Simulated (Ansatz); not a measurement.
Ta₃Se₁₂, relaxed as a quartet with UKS PBE-D4/def2-SVP in Ansatz, starting from the PBE-D4/def2-SVP geometry of the neutral doublet. Force threshold 0.03 eV/Å.

In the def2 sets Ta takes a core potential; there is no spin–orbit coupling. Single mean-field runs in def2-SVP are fitted with def2-universal-jkfit. The relaxation made no stability test and no search for a lower SCF solution. At PBE-D4/def2-SVP a doublet of charge 0 lies 0.72 eV below the quartet, each at its own geometry.

Start:

```xyz
15

Ta    1.480    0.035    1.380
Ta   -1.528    1.588    0.740
Ta   -0.117   -0.806   -1.807
Se    2.993    1.609    0.276
Se    2.686   -1.145    2.976
Se    0.733    1.668   -0.892
Se    2.036   -1.980   -0.398
Se    0.065    1.615    2.725
Se   -1.056   -1.533    1.341
Se   -1.905    1.003   -1.762
Se   -1.402   -2.704   -0.740
Se   -2.831    3.465    1.023
Se   -3.041   -0.206    1.622
Se   -0.524   -1.581   -3.986
Se    2.412   -1.028   -2.497
```

**Question.** Estimate the energy that the relaxation releases and the steps that it takes.

**Answer.** 18.7 kcal/mol, in 18 steps; 3.6 min on 2 threads of AMD EPYC 7R13 on a shared host and a share (18 GiB) of an NVIDIA H100 80GB HBM3. No frequencies were taken in this run, so the end may be a saddle point.

**Question.** Does the start keep its bonding?

**Answer.** Bonds lost: Se9–Se13 (atoms count from 1).

**Question.** Predict the relaxed structure.

**Answer.** 
```tsv
atom	x (Å)	y (Å)	z (Å)
Ta1	1.596	-0.126	1.357
Ta2	-1.682	1.392	0.811
Ta3	-0.101	-0.929	-1.653
Se4	2.804	1.751	0.331
Se5	3.041	-1.093	2.886
Se6	0.584	1.628	-0.822
Se7	2.271	-1.922	-0.539
Se8	-0.150	1.082	2.828
Se9	-0.835	-1.388	1.172
Se10	-2.058	0.763	-1.671
Se11	-1.058	-3.013	-0.653
Se12	-2.269	3.667	1.096
Se13	-3.921	0.650	1.363
Se14	-0.550	-1.632	-3.889
Se15	2.328	-0.831	-2.619
```
Bond lengths (bridged metal pairs left out): 19 × Se–Ta 2.32 to 2.97 Å; 3 × Se–Se 2.35 to 2.50 Å.
